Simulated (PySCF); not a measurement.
Computed shifts of a molecule C4H5BF2, PBE0/pcSseg-1 (PySCF), GIAO, gas phase, equivalent atoms averaged, in ppm (number of nuclei): ¹³C: 155.0 (1), 141.8 (1), 87.3 (1), 40.6 (1). ¹⁹F: -44.0 (1), -241.5 (1). ¹H: 6.59 (1), 6.44 (1), 5.10 (1), 3.32 (1), 2.89 (1). References: ¹³C against TMS (σ = 186.3 ppm); ¹⁹F against CFCl3 (σ = 167.2 ppm); ¹¹B against BF3 (σ = 88.8 ppm); ¹H against TMS (σ = 31.56 ppm), references at their B3LYP-D3(BJ)/def2-TZVP geometries, non-relativistic. Geometry: PBE0-D3(BJ)/def2-SVP. Other conformers were not sampled.

Identify the compound among the candidates.
A) FCB1C=C[C@H]1F
B) C[C@@H]1C=C(F)B1F
C) C=C1C[C@@H](F)B1F
D) C[C@@]1(F)C=CB1F

C, C=C1C[C@@H](F)B1F
